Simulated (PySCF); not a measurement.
Task: What does the PBE0-D3(BJ)/def2-SVP structure of `[OH2]->[Mo](<-[OH2])(<-[OH2])([Br])([Br])[Br]` (mer-MoBr3(H2O)3) [quartet] look like in three dimensions? (Quartet state.)

Result: 
Z-matrix in Å and degrees, rows numbered from 1:
```
Mo
Br  1  2.5471
Br  1  2.5585  2  165.05
Br  1  2.5093  2   97.70  3  -168.04
O   1  2.2128  2   83.13  3    13.63
H   5  0.9679  1  114.72  2   -32.52
H   5  0.9695  1  112.10  2  -159.14
O   1  2.1717  2   84.31  3   104.70
H   8  0.9715  1  106.56  2   113.29
H   8  0.9752  1  103.03  2     2.17
O   1  2.1824  2   95.12  3   -77.56
H  11  0.9706  1  108.22  2   -68.90
H  11  0.9766  1  102.05  2   179.17
```

The Br–Mo distances run from 2.509 Å (Mo1–Br4) to 2.558 Å (Mo1–Br3), a spread of 0.049 Å. Mo1 (molybdenum bonded to 3 Br and 3 O) is distorted octahedral (the three widest angles are 178.1°, 177.7° and 165.1°, the others run from 81.9° to 99.3°). O5 (oxygen bonded to Mo and 2 H) is pyramidal (angles 114.7°, 112.1° and 110.2°, sum 337.0°, 0.34 Å off the plane of its three neighbours). The Mo–O distances run from 2.172 Å (Mo1–O8) to 2.213 Å (Mo1–O5), a spread of 0.041 Å.

Computed, not measured: PBE0-D3(BJ)/def2-SVP geometry optimisation, gas phase, def2 core potentials past Kr in PySCF 2.14.0.

Not checked by PBE0-D3(BJ)/def2-SVP frequencies. ⟨S²⟩ = 3.765 (exact for a quartet: 3.75).
